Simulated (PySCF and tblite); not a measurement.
Values are calculated unless marked as measured or tabulated.
System: C7H11FO2, numbered as in [CH3:1][C:2]([CH3:3])([CH3:4])[C:5](=[O:6])/[CH:7]=[C:8](/[OH:9])[F:10].

Motion: rotation about the C8–O9 bond (torsion C7–C8–O9–H from -180° to 0°, rising). GFN2-xTB gives an electronic barrier of 7.5 kcal/mol and a reaction energy of 3.8 kcal/mol.

(1) What does PBE/pcSseg-1 + D3(BJ), IEF-PCM chloroform give on GFN2-xTB geometries?

Programs: tblite and PySCF.

## Answers

(1) A barrier of 5.7 kcal/mol, 1.8 below the tight-binding barrier (from unrounded values), a reaction energy of 0.5 kcal/mol and, with GFN2-xTB thermal terms, ΔG‡(298 K) = 5.0 kcal/mol and k = 2.5×10⁹ s⁻¹ (2 equivalent paths).
